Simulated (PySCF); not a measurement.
C₃H₆F₂Si, SMILES F[SiH2]C1(F)CC1. Atoms are numbered in the order given.

```xyz
12

F      0.8770     1.9206     0.0000
Si    -0.5804     1.1813     0.0000
C     -0.2008    -0.6526     0.0000
F     -1.3614    -1.4111     0.0000
C      0.9610    -1.2396    -0.7536
C      0.9610    -1.2396     0.7536
H     -1.3169     1.5847     1.2253
H     -1.3169     1.5847    -1.2253
H      1.6368    -0.5630    -1.2848
H      0.7594    -2.1884    -1.2581
H      1.6368    -0.5630     1.2848
H      0.7594    -2.1884     1.2581
```

Coordinates come from a B3LYP-D3(BJ)/def2-SVP optimisation. This is a generated structure with no PubChem entry under its InChIKey; it may be hypothetical. Other conformers were not sampled.

Level of theory: SMD-B3LYP/def2-SVP (PySCF).

Solvation free energies are E(SMD) − E(gas) at the gas-phase geometry, for 1 M in both phases. In vacuum the dipole moment is 0.49 D.

Computed solvation free energies in water, N,N-dimethylformamide, toluene:
```json
[
 {"solvent": "water", "ΔG(solv) (kcal/mol)": "0.5", "its non-electrostatic (CDS) part": "3.9", "dipole (D)": "0.64"},
 {"solvent": "N,N-dimethylformamide", "ΔG(solv) (kcal/mol)": "-2.9", "its non-electrostatic (CDS) part": "0.3", "dipole (D)": "0.64"},
 {"solvent": "toluene", "ΔG(solv) (kcal/mol)": "-2.9", "its non-electrostatic (CDS) part": "-1.2", "dipole (D)": "0.57"}
]
```
